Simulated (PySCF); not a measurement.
Series SiXY, Y = silyl, computed as singlets and as triplets. All species are isolated molecules in the gas phase. One relaxed conformer stands for each flexible species; it need not be the lowest. Strings in code marks are SMILES.

The highest occupied spin orbital from two functionals at the same geometries (PBE0-D3(BJ)/def2-TZVP), both in PySCF: PBE-D3(BJ)/def2-TZVP and PBE0-D3(BJ)/def2-TZVP. 

```json
[
 {"species": "X = silyl, multiplicity 3 (`[SiH3][Si][SiH3]` (excited triplet))", "PBE-D3(BJ)/def2-TZVP (eV)": "-4.84", "PBE0-D3(BJ)/def2-TZVP (eV)": "-5.85"},
 {"species": "X = cyano, multiplicity 3 (`N#C[Si][SiH3]` (excited triplet))", "PBE-D3(BJ)/def2-TZVP (eV)": "-5.33", "PBE0-D3(BJ)/def2-TZVP (eV)": "-6.36"},
 {"species": "X = ethynyl, multiplicity 3 (`C#C[Si][SiH3]` (excited triplet))", "PBE-D3(BJ)/def2-TZVP (eV)": "-4.57", "PBE0-D3(BJ)/def2-TZVP (eV)": "-5.54"},
 {"species": "X = mercapto, multiplicity 3 (`[SiH3][Si]S` (excited triplet; Si–Si–S–H torsion 94°))", "PBE-D3(BJ)/def2-TZVP (eV)": "-4.66", "PBE0-D3(BJ)/def2-TZVP (eV)": "-5.70"},
 {"species": "X = isocyano, multiplicity 3 (`[C-]#[N+][Si][SiH3]` (excited triplet))", "PBE-D3(BJ)/def2-TZVP (eV)": "-5.00", "PBE0-D3(BJ)/def2-TZVP (eV)": "-5.96"},
 {"species": "X = H, multiplicity 3 (`[SiH][SiH3]` (excited triplet))", "PBE-D3(BJ)/def2-TZVP (eV)": "-4.77", "PBE0-D3(BJ)/def2-TZVP (eV)": "-5.79"}
]
```

Over these rows, drawn at random from the members with no instability flagged (it was tested for open shells, ions and some series alone), PBE minus PBE0-D3(BJ): mean +1.01 eV, from +0.96 eV to +1.04 eV.
